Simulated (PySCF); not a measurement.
# Correlation energy of Os (osmium, neutral)

[Xe] 4f14 5d6 6s1 7s1, high-spin 7D determinant (an excited configuration). All numbers are calculated (PySCF 2.14, scalar relativity through the core potential, in aug-cc-pwCVDZ-PP with ECP60MDF (6s6p5d3f, 70 functions)). Frozen: 5s2 5p6; 8 electrons correlated.

MP2 pair energies summed by pair of shells (mhartree):

```tsv
pair	energy	share (%)
5d-5d	-89.17	72.2
5d-6s	-29.06	23.5
5d-7s	-3.37	2.7
6s-7s	-1.86	1.5
```

Total MP2 correlation energy: -123.46 mhartree.

Same-spin part -76.13 and opposite-spin part -47.33 mhartree; SCS-MP2 scales them by 1/3 and 6/5 to -82.17 mhartree.
